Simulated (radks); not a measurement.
Results of a calculation; reference values are marked as such.
Problem. The mean radii <r> (bohr) of the occupied orbitals of an atom or ion are listed with their occupations. Code: a radial shooting solver on a logarithmic mesh with Libxc functionals. Model: scalar-relativistic Kohn-Sham, PBE, spin-unpolarised, spherical densities, finite nucleus; Fermi nuclear charge, rms radius of each element as measured or else 0.836 A^(1/3) + 0.57 fm.

| orbital | occ. | <r> |
|---|---|---|
| 1s | 2 | 0.02191 |
| 2s | 2 | 0.09329 |
| 2p | 6 | 0.08238 |
| 3s | 2 | 0.2444 |
| 3p | 6 | 0.2430 |
| 3d | 10 | 0.2212 |
| 4s | 2 | 0.5507 |
| 4p | 6 | 0.5817 |
| 4d | 10 | 0.6281 |
| 5s | 2 | 1.268 |
| 5p | 6 | 1.436 |
| 4f | 5 | 0.7659 |
| 6s | 2 | 2.872 |

Name the element and its charge.

Solution. Z = 64, gadolinium, charge +3: Gd3+ in [Xe] 4f5 6s2. The 1s radius gives Z: for a bare nucleus <r> = (2 gamma + 1)/(2Z) with gamma = sqrt(1 - (Z/c)^2), 0.02163 bohr for Z = 64, and screening makes it slightly larger (0.02191 here). The occupations add up to 61, and the charge is Z minus that.
